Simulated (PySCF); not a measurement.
**Computed NMR parameters against published values**

Atoms are numbered as in `[F:1][c:2]1[cH:3][cH:4][cH:5][cH:6][n:7]1` (H(Xn): hydrogen on atom n).

Theory: shielding tensors at PBE0/pcSseg-1 (GIAO), J couplings at B3LYP/pcJ-1 (spin–dipole term only in couplings to heteroatoms), coordinates at the GFN2-xTB level, in PySCF 2.14.0 with density-fitted response routines (non-relativistic, no solvent model, one computed conformer).

Reference values: estimated from measurements, as parent shift plus tabulated substituent increment (solution, not stated per compound (mostly CDCl3 or CCl4); Pretsch, Buehlmann, Badertscher, Structure Determination of Organic Compounds, 4th ed. (2009)).
```csv
atoms,quantity,reference,computed,"computed, scaled"
C2,δ $^{13}$C,163.7,174.2,167.6
C6,δ $^{13}$C,147.8,155.1,149.0
C4,δ $^{13}$C,141.3,146.3,140.4
C5,δ $^{13}$C,121.2,125.3,119.9
C3,δ $^{13}$C,109.7,114.5,109.4
H(C6),δ $^{1}$H,8.23,8.65,8.25
H(C4),δ $^{1}$H,7.78,8.03,7.67
H(C5),δ $^{1}$H,7.20,7.25,6.93
H(C3),δ $^{1}$H,6.95,7.04,6.73
```

Computed shifts are σ(ref) − σ with the named reference compound (TMS for H and C) calculated as an isolated molecule at the same level. The measured values may be among those fitted. Empirical linear scaling, fitted to shifts measured mostly in CDCl3 for H and C (δ vs TMS): $^{13}$C: δ = 179.97 − 0.974σ (rms 2.1 ppm, 958 shifts, 2.3 ppm with the 13 outliers that the fit left out); $^{1}$H: δ = 30.01 − 0.943σ (rms 0.17 ppm, 504 shifts, 0.18 ppm with the 4 outliers that the fit left out). Occasional misses reach two or three times the rms, and more in compound classes unlike the fitted ones.

Coupling constants in Hz (some tables give magnitudes without signs):
| coupling | reference | computed | source |
| --- | --- | --- | --- |
| $^{1}J$(C2,F1) | 236.7 | -305.6 | measured; liquid or solution; F. J. Weigert, PhD thesis, Caltech 1968 (Carbon-13 magnetic resonance spectroscopy) |
| $^{3}J$(C6,F1) | 14.7 | 12.6 | measured; liquid or solution; F. J. Weigert, PhD thesis, Caltech 1968 (Carbon-13 magnetic resonance spectroscopy) |
| $^{4}J$(C5,F1) | 4.2 | 8.0 | measured; liquid or solution; F. J. Weigert, PhD thesis, Caltech 1968 (Carbon-13 magnetic resonance spectroscopy) |
| $^{3}J$(C4,F1) | 7.8 | 4.2 | measured; liquid or solution; F. J. Weigert, PhD thesis, Caltech 1968 (Carbon-13 magnetic resonance spectroscopy) |
| $^{2}J$(C3,F1) | 37.4 | 32.7 | measured; liquid or solution; F. J. Weigert, PhD thesis, Caltech 1968 (Carbon-13 magnetic resonance spectroscopy) |

(1) How far are the unscaled $^{13}$C shifts from the references?

(2) How far are the unscaled $^{1}$H shifts from the references?

## Answers

(1) Mean signed difference +6.34 ppm, mean absolute 6.34 ppm over 5 comparisons; the largest is +10.5 ppm at C2 (aromatic carbon bearing fluorine).

(2) Mean signed difference +0.20 ppm, mean absolute 0.20 ppm over 4 comparisons; the largest is +0.42 ppm at H(C6) (hydrogen on an aromatic CH next to a ring nitrogen).

Common functionals overestimate the size of one-bond C–F couplings by tens of Hz; these are unscaled. Unscaled 3J(H,H) at this level run about 10 % above measured values.
